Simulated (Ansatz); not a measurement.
The cluster SeS₂. Total charge 0; quintet. Geometry PBE0-D4/def2-TZVP; atoms count from 1.

```xyz
3

S     0.039   -1.862    1.521
S     0.007   -0.400    0.329
Se   -0.046    2.263   -1.850
```

In the quintet geometry the species has come apart into loosely held pieces. At PBE0-D4/def2-TZVP a broken-symmetry singlet of charge 0 lies 2.00 eV below the quintet, each at its own geometry. The structure comes from a short search, and lower isomers may exist.

(1) Estimate the Mulliken populations from the PBE0/def2-TZVP orbitals of Ansatz.

(2) Where does the spin sit?

(3) And the Mayer bond orders between heavy atoms (over 0.3)?

Results:

(1) 
```tsv
atom	charge (e)	spin (α − β)
S1	-0.01	1.02
S2	0.02	1.00
Se3	-0.01	1.99
```
Mulliken values depend strongly on the basis.

(2) Summed by element: S 2.01, Se 1.99, of 4 unpaired in all. Largest on single atoms: Se3 1.99, S1 1.02, S2 1.00.

(3) S1–S2 2.07 (1.89 Å).
